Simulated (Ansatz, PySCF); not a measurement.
Cl3H2NSn, SMILES [NH2][Sn]([Cl])([Cl])[Cl]. Atoms are numbered in the order given.

```xyz
7

N      2.1992    -0.3646    -0.2512
Sn     0.2105    -0.0423    -0.0090
Cl    -0.9453    -1.3577    -1.5612
Cl    -0.2060     2.2255    -0.4111
Cl    -0.6477    -0.5589     2.1237
H      2.4479    -1.3317    -0.0324
H      2.7459     0.2461     0.3597
```
Charge 0, spin multiplicity 1.

Geometry optimised at B3LYP-D3(BJ)/def2-SVP. The structure was generated by enumeration; whether it is a known compound was not checked. The def2 effective core potentials stand for the cores of Sn; spin–orbit coupling is left out. Other conformers were not sampled.

Two levels are set side by side: PBE-D3(BJ)/def2-SVP (Ansatz, a first-principles code) and B3LYP-D3(BJ)/def2-SVP (Ansatz). Each level has its own optimised geometry; the coordinates shown are those of the second. Frequencies come from the Hessian of PySCF at each geometry. Differences are taken from unrounded values.

| quantity | B3LYP-D3(BJ) |
|---|---|
| mean bond length (Å) | 1.852 |
| bond N1–Sn2 (Å) | 2.029 |
| bond Sn2–Cl3 (Å) | 2.340 |
| bond Sn2–Cl4 (Å) | 2.341 |
| bond Sn2–Cl5 (Å) | 2.356 |
| bond N1–H6 (Å) | 1.022 |
| bond N1–H7 (Å) | 1.022 |
| highest harmonic wavenumber (cm⁻¹) | 3587 |
| mean harmonic wavenumber (cm⁻¹) | 832 |
| zero-point energy (kcal/mol) | 17.84 |

### Question
What does PBE-D3(BJ) give, and how far is it from B3LYP-D3(BJ)? (The exact figures need the calculation; the answer reports its results.)

### Answer

| quantity | PBE-D3(BJ) | PBE-D3(BJ) minus B3LYP-D3(BJ) |
|---|---|---|
| mean bond length (Å) | 1.862 | 0.010 |
| bond N1–Sn2 (Å) | 2.048 | 0.019 |
| bond Sn2–Cl3 (Å) | 2.347 | 0.007 |
| bond Sn2–Cl4 (Å) | 2.348 | 0.007 |
| bond Sn2–Cl5 (Å) | 2.365 | 0.009 |
| bond N1–H6 (Å) | 1.032 | 0.010 |
| bond N1–H7 (Å) | 1.032 | 0.010 |
| highest harmonic wavenumber (cm⁻¹) | 3490 | -97 |
| mean harmonic wavenumber (cm⁻¹) | 811 | -21 |
| zero-point energy (kcal/mol) | 17.40 | -0.44 |

GGA bonds tend to be longer and softer than those of functionals with exact exchange. Differences between two approximate levels are no errors against the true value.
